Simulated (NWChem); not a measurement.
Molecule: GeH₃SeI; SMILES [GeH3][Se]I

All runs: NWChem. All runs use the structure optimised with PBE0/def2-SVP. Not confirmed as a minimum by frequencies. def2 effective core potentials on I; no spin-orbit coupling.

For level TPSS/STO-3G (all-electron, non-relativistic):

```
Item                         Result
---------------------------  ------
highest occupied level (eV)   -2.72
orbital gap (eV)               2.70
dipole (D)                     2.18
```

Q: Estimate the same quantities for level TPSS/def2-SVP (core potentials).

A: highest occupied level (eV): -5.60
orbital gap (eV): 2.06
dipole (D): 1.46
